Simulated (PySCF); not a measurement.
These compounds are isomers of formula C$_{5}$H$_{5}$N$_{3}$.

A. SMILES C#CCn1ccnn1
B. `C=Cc1cncnn1`
C. `C=Cc1ccnnn1`
D. `c1c(C=C)ncnn1`
E. `InChI=1S/C5H5N3/c1-3-5-4(2)6-8-7-5/h1H,2H3,(H,6,7,8)`

Spectrum 1. 1H NMR (500 MHz, computed): δ 10.70 (br s, 1H), 3.02 (s, 1H), 2.60 (s, 3H). 13C{1H} NMR (computed): δ 145.2 (C), 131.7 (C), 91.9 (CH), 78.8 (C), 9.9 (CH3).

Spectrum 2. 1H NMR (500 MHz, computed): δ 9.16 (d, 1H), 8.36 (m, 1H), 6.89 (d, 1H), 6.84 (m, 1H), 6.41 (m, 1H). 13C{1H} NMR (computed): δ 157.3 (C), 154.4 (CH), 139.6 (CH), 137.2 (CH2), 121.0 (CH).

Spectrum 3. 1H NMR (500 MHz, computed): δ 7.91 (m, 1H), 7.89 (m, 1H), 5.30 (d, 2H), 1.95 (t, 1H). 13C{1H} NMR (computed): δ 139.3 (CH), 129.3 (CH), 83.1 (C), 82.2 (CH), 40.5 (CH2).

Spectrum 4. 1H NMR (500 MHz, computed): δ 9.91 (s, 1H), 8.41 (s, 1H), 8.13 (m, 1H), 6.93 (m, 1H), 6.21 (m, 1H). 13C{1H} NMR (computed): δ 162.2 (C), 161.3 (CH), 152.7 (CH), 136.7 (CH), 133.3 (CH2).

Spectrum 5. 1H NMR (500 MHz, computed): δ 9.98 (s, 1H), 9.43 (s, 1H), 8.03 (m, 1H), 6.86 (m, 1H), 6.39 (m, 1H). 13C{1H} NMR (computed): δ 162.7 (CH), 155.6 (C), 155.3 (CH), 138.9 (CH), 138.5 (CH2).

- coordinates at the GFN2-xTB level
- shieldings: GIAO PBE0/pcSseg-1
- spin–spin couplings from B3LYP/pcJ-1 (spin–dipole term left out of most H,H and C,H couplings)
- program: PySCF 2.14
- a single conformation, equivalent nuclei averaged, non-relativistic, no solvent model

Chemical shifts δ = σref − σ; 1H (σref 31.72), 13C (σref 186.93) against TMS, all at this level. Multiplet labels drop J under 1 Hz and among equivalent protons, and merge close values. Unscaled 3J(H,H) run several per cent high. Where no couplings were computed, multiplicities follow the n + 1 count of equivalent neighbours, and m marks all less simple cases (inequivalent or close neighbours, rings, F or P nearby). Shifts are as computed. Against solution values, carbons near 30 ppm lie about +3 ppm off and those near 130 ppm about +5 ppm. Of 1211 compounds with measured shifts, 218 miss one by over three times the rms of a fit or turn the order of signals round; such compounds aren't used in these exercises. OH and NH positions are gas-phase values without hydrogen bonding to other molecules.

Q: Which spectrum belongs to which compound?

A: 1–E, 2–C, 3–A, 4–B, 5–D.

- Spectrum 1 (E): 5 13C signals; δC 91.9 is a terminal alkyne carbon; δC 78.8 is an alkyne carbon.
- Spectrum 2 (C): 5 13C signals; δC 154.4 is an aromatic CH next to a ring nitrogen; δC 139.6 is an alkene CH.
- Spectrum 3 (A): 5 13C signals; δC 83.1 is an alkyne carbon; δC 82.2 is a terminal alkyne carbon.
- Spectrum 4 (B): 5 13C signals; δC 152.7 is an aromatic CH next to a ring nitrogen; δC 136.7 is an alkene CH.
- Spectrum 5 (D): 5 13C signals; δC 155.3 is an aromatic CH next to a ring nitrogen; δC 138.9 is an alkene CH.
